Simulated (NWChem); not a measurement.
System meant: C₂H₈InN; SMILES [CH3][In]([CH3])[NH2]

NWChem input:

```
start job
memory heap 200 mb stack 900 mb global 1100 mb
geometry units angstroms noautoz
  In    -0.074770     0.016634     0.000000
  C     -0.955606    -0.022113    -1.991817
  H     -1.574247    -0.932249    -2.117479
  H     -1.605466     0.862940    -2.137700
  H     -0.158622    -0.016717    -2.759755
  C     -0.955606    -0.022113     1.991817
  H     -1.574247    -0.932249     2.117479
  H     -0.158622    -0.016717     2.759755
  H     -1.605466     0.862940     2.137700
  N      1.974414     0.034788     0.000000
  H      2.550331     0.125476     0.840065
  H      2.550331     0.125476    -0.840065
end
basis spherical
  In library def2-svp
  C library def2-svp
  H library def2-svp
  N library def2-svp
end
dft
  xc xpbe96 cpbe96
  iterations 150
  mulliken
end
task dft energy
```

End of the output:

```
             Grid Information
             ----------------
          Grid used for XC integration:  medium
          Radial quadrature: Mura-Knowles
          Angular quadrature: Lebedev.
          Tag              B.-S. Rad. Rad. Pts. Rad. Cut. Ang. Pts.
          ---              ---------- --------- --------- ---------
          In                  1.55      123           9.0       590
          C                   0.70       49          12.0       434
          H                   0.35       45          13.0       434
          N                   0.65       49          11.0       434
          Grid pruning is: on
          Number of quadrature shells:   401
          Spatial weights used:  Erf1

          Convergence Information
          -----------------------
          Convergence aids based upon iterative change in
          total energy or number of iterations.
          Levelshifting, if invoked, occurs when the
          HOMO/LUMO gap drops below (HL_TOL):  1.00D-02
          DIIS, if invoked, will attempt to extrapolate
          using up to (NFOCK): 10 stored Fock matrices.

                    Damping( 0%)  Levelshifting(0.5)       DIIS
                  --------------- ------------------- ---------------
          dE  on:    start            ASAP                start
          dE off:    2 iters        150 iters           150 iters

      Screening Tolerance Information
      -------------------------------
          Density screening/tol_rho:  1.00D-10
          AO Gaussian exp screening on grid/accAOfunc:  14
          CD Gaussian exp screening on grid/accCDfunc:  20
          XC Gaussian exp screening on grid/accXCfunc:  20
          Schwarz screening/accCoul:  1.00D-08

      Superposition of Atomic Density Guess
      -------------------------------------

      charge =      49.0 In (Indium)

      symmetry species            s     p     d     f
      number of basis functions =10     7     6
      number of cont. functions = 4     4     2
      number of closed shells   = 5     3     2
      number of open shells     = 0     1     0
      open shell occupation     = 0     1     0
 ------------------------------------------------------------------------
 atomscf:atomd: error in atom scf                   0
 ------------------------------------------------------------------------
 ------------------------------------------------------------------------
  current input line :
    28: task dft energy
 ------------------------------------------------------------------------
 ------------------------------------------------------------------------
 This error has not yet been assigned to a category
 ------------------------------------------------------------------------
 For more information see the NWChem manual at https://nwchemgit.github.io

0:atomscf:atomd: error in atom scf:Received an Error in Communication
```

### Question
Find the fault in this run and fix the input.

### Answer
The program stopped with an error. Cause: the def2 basis of a heavy element holds valence functions alone and wants its effective core potential (without it all electrons must fit into that basis). This input runs:
```
start job
memory heap 200 mb stack 900 mb global 1100 mb
geometry units angstroms noautoz
  In    -0.074770     0.016634     0.000000
  C     -0.955606    -0.022113    -1.991817
  H     -1.574247    -0.932249    -2.117479
  H     -1.605466     0.862940    -2.137700
  H     -0.158622    -0.016717    -2.759755
  C     -0.955606    -0.022113     1.991817
  H     -1.574247    -0.932249     2.117479
  H     -0.158622    -0.016717     2.759755
  H     -1.605466     0.862940     2.137700
  N      1.974414     0.034788     0.000000
  H      2.550331     0.125476     0.840065
  H      2.550331     0.125476    -0.840065
end
basis spherical
  * library def2-svp
end
ecp
  In library def2-ecp
end
dft
  xc xpbe96 cpbe96
  iterations 150
  mulliken
end
task dft energy
```
It converges to -325.60966 Ha (PBE/def2-SVP with def2 effective core potentials on In).
